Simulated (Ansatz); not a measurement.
C4H9NO (SMILES CC(=O)N(C)C), singlet, geometry from GFN2-xTB; CCSD(T)/pcseg-1 in Ansatz (a program for electronic structure).

Here is a job for Ansatz.
Ansatz 0.2 input:
```yaml
crystal:
  periodic: [false, false, false]
  atoms:
    - {symbol: C, position_ang: [-1.67732196, -0.50074772, -0.65125544]}
    - {symbol: N, position_ang: [-0.57422778, -0.00792134, 0.14175086]}
    - {symbol: C, position_ang: [-0.86869143, 0.33280828, 1.51208061]}
    - {symbol: C, position_ang: [0.67424499, -0.00386145, -0.38905005]}
    - {symbol: C, position_ang: [1.78455202, 0.44966916, 0.53412904]}
    - {symbol: O, position_ang: [0.88585823, -0.33651426, -1.53961564]}
    - {symbol: H, position_ang: [-2.44944444, 0.26546260, -0.74932265]}
    - {symbol: H, position_ang: [-1.29193779, -0.75297076, -1.63723256]}
    - {symbol: H, position_ang: [-2.11223673, -1.39244003, -0.19336541]}
    - {symbol: H, position_ang: [-0.34513720, 1.23939610, 1.81400081]}
    - {symbol: H, position_ang: [-0.59346284, -0.47578459, 2.19769932]}
    - {symbol: H, position_ang: [-1.93881019, 0.51078421, 1.60496050]}
    - {symbol: H, position_ang: [2.72960926, 0.32720761, 0.01256754]}
    - {symbol: H, position_ang: [1.66052237, 1.49927813, 0.79283406]}
    - {symbol: H, position_ang: [1.79692460, -0.14057928, 1.44710246]}
basis:
  gaussian:
    orbitals: pcseg-1.json
magnetization: {spin_polarized: false}
correlation: {method: ccsd_t}
scf: {lower_state_search: off}
```
The basis file holds pcseg-1 in the JSON format of the Basis Set Exchange.

What the program printed (banner, timings and long lists left out):

```
Functional definition: HF
these checks for a lower state are left out or cut short: stability, starts, cluster_reference, orbital_swaps, neighbouring_geometries, increment
1370 factors; integrals over basis functions are off by at most 1.3e-3 eV
mean field evaluation 1: about -7776.6766 eV, gradient 4.3e1 eV
mean field evaluation 2: about -7776.6860 eV, gradient 4.3e1 eV
mean field evaluation 4: about -7781.1739 eV, gradient 6.1e0 eV
mean field evaluation 8: about -7781.2809 eV, gradient 4.6e-1 eV
mean field -7781.28276306 eV, -285.9568671994 hartree, gradient 2.6e-6 eV, S^2 0.000000; 0 other end points of the search recorded, 0 dependent functions left out
6 core orbitals not correlated
reference -7781.28276306 eV, -285.9568671994 hartree; 18, 18 occupied and 105, 105 virtual orbitals, 1370 factors
second order -24.83607434 eV of doubles, -0.00000000 eV of singles
cycle   1  -25.41008633 eV  change   -5.7e-1 eV  update   1.2e-1
cycle   2  -26.07125144 eV  change   -6.6e-1 eV  update   3.6e-2
cycle   3  -26.25756448 eV  change   -1.9e-1 eV  update   1.9e-2
cycle   4  -26.25317948 eV  change    4.4e-3 eV  update   4.9e-3
cycle   5  -26.25043282 eV  change    2.7e-3 eV  update   2.0e-3
cycle   6  -26.25073560 eV  change   -3.0e-4 eV  update   7.1e-4
cycle   7  -26.25023308 eV  change    5.0e-4 eV  update   2.3e-4
cycle   8  -26.25012270 eV  change    1.1e-4 eV  update   8.8e-5
cycle   9  -26.25014633 eV  change   -2.4e-5 eV  update   4.1e-5
perturbative correction -0.81923493 eV, -0.0301063283 hartree
Total energy: -7808.35214431 eV, -286.9516486123 hartree
Checks for a lower state left out: stability, starts, cluster_reference, orbital_swaps, neighbouring_geometries, increment
```
